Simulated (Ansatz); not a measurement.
Basis-set extrapolation for CH4O2SSi, SMILES `O[Si]1(S)CO1` (PBE0-D4/def2-TZVP geometry, frozen core, the Gaussian-basis code of Ansatz). Multiplicity 1, RHF reference.

|  | def2-TZVPP | def2-QZVPP |
| --- | --- | --- |
| HF | -876.564358 | -876.594123 |
| MP2 correlation | -0.931272 | -1.005897 |
| CCSD(T) correlation | -1.002978 | not run |

Energies in hartree. Use E(X) = E(∞) + A·exp(−7.88·√X) for Hartree–Fock and E(X) = E(∞) + B·X^(−2.97) for correlation, with X = 3 and 4, and add CCSD(T) minus MP2 of the smaller set to the MP2 limit.

What is the CCSD(T) energy at the basis-set limit?

HF limit: -876.594123 + (-0.029765) × 0.13774 = -876.59822. MP2 limit: -1.005897 + (-0.074625) × 0.74074 = -1.06117. Higher-order term: -1.002978 − (-0.931272) = -0.07171. Total: -877.73110 hartree, 4.46 eV below CCSD(T)/def2-TZVPP.
